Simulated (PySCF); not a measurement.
Rh²⁺ (rhodium, charge +2) across methods

[Kr] 4d6 5s1, high-spin 6D determinant (an excited configuration). Calculation: PySCF 2.14, in aug-cc-pVDZ-PP with ECP28MDF (5s5p4d2f, 54 functions); a scalar-relativistic core potential.

```csv
method,E (hartree),mean ε 4d α (eV),mean ε 4d β (eV),mean ε 5s α (eV),Σ⟨r²⟩ (bohr²),⟨S²⟩
LDA,-108.7401,-30.808,-27.399,-22.474,31.88,8.750
UHF,-108.38089,-38.477,-33.755,-24.571,32.02,8.752
PBE0,-108.9848,-32.878,-29.317,-22.883,31.74,8.751
M06-2X,-108.8796,-34.832,-31.458,-23.669,31.73,8.751
wB97M-V,-108.9095,-35.236,-31.877,-24.785,31.75,8.751
r2SCAN,-109.0325,-31.361,-27.460,-22.379,31.63,8.751
r2SCAN0,-109.0034,-33.339,-29.328,-23.122,31.65,8.751
PBE,-108.9911,-30.728,-27.455,-22.138,31.77,8.750
BP86,-109.0631,-30.793,-27.698,-22.300,31.74,8.750
```

Energies and moments cover only the electrons outside the core potential.
